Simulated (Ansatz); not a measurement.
Consider the ligand exchange at the In–F bond: `[OH][InH][F]` + HBr → `[OH][InH][Br]` + H–F.

Program: Ansatz. Geometries: PBE0-D4/def2-TZVP. ΔE: electronic, gas phase. CCSD(T)/CBS adds triple-zeta CCSD(T) − MP2 to the extrapolated MP2 energy (def2 sets, frozen cores). This one scheme is used for every species. Functionals use def2-TZVPP. def2 core potentials past Kr. For Br, In outer-core shells are correlated without core-valence functions, which leaves a few kJ/mol of doubt a bond. Scalar relativity is left out up to krypton. Each species was taken in one conformer, which may not be the lowest.

`[OH][InH][F]`:

Cartesian coordinates in Å:
```
O -1.447 -0.037 0.026
In 0.516 0.075 0.005
F 0.964 1.924 0.402
H -1.785 -0.916 -0.161
H 1.752 -1.045 -0.272
```

HBr:

```xyz
2

Br    0.461    0.334    0.424
H    -0.461   -0.334   -0.424
```

`[OH][InH][Br]`:

```xyz
5

O     1.033    0.263   -1.021
In   -0.352   -0.069    0.343
Br   -0.347   -2.446    0.951
H     1.078    1.181   -1.300
H    -1.413    1.071    1.028
```

H–F:

```xyz
2

F     0.186   -0.413    0.082
H    -0.186    0.413   -0.082
```

Q: Is it downhill or uphill in electronic energy at CCSD(T)/CBS, and by how much? (Estimate.)

A: Ansatz gave: Downhill: ΔE = -77.5 kJ/mol.

Q: What do these levels give: r2SCAN-D4, CCSD(T)/def2-TZVPP, HF/def2-QZVPP, SCS-MP2/def2-QZVPP, MP2/CBS(def2), CCSD/CBS(def2)? (Best estimate.)

A: Ansatz gave: r2SCAN-D4 -69.3, CCSD(T)/def2-TZVPP -75.2, HF/def2-QZVPP -79.8, SCS-MP2/def2-QZVPP -74.8, MP2/CBS(def2) -83.2, CCSD/CBS(def2) -78.5 kJ/mol.

Largest T1 diagnostic among the species: 0.017.

From PBE to PBE0 (25 % exact exchange), in def2-TZVPP and without D4, ΔE moves by −10.9 kJ/mol. The D4 term adds −3.8 kJ/mol with B3LYP and −2.1 kJ/mol with PBE0; it sums over pairs of atoms, weighted by their polarisabilities, and B3LYP, whose exchange is more repulsive, gets the larger term.

B3LYP here is the variant with VWN-RPA as its local correlation; programs differ in this.
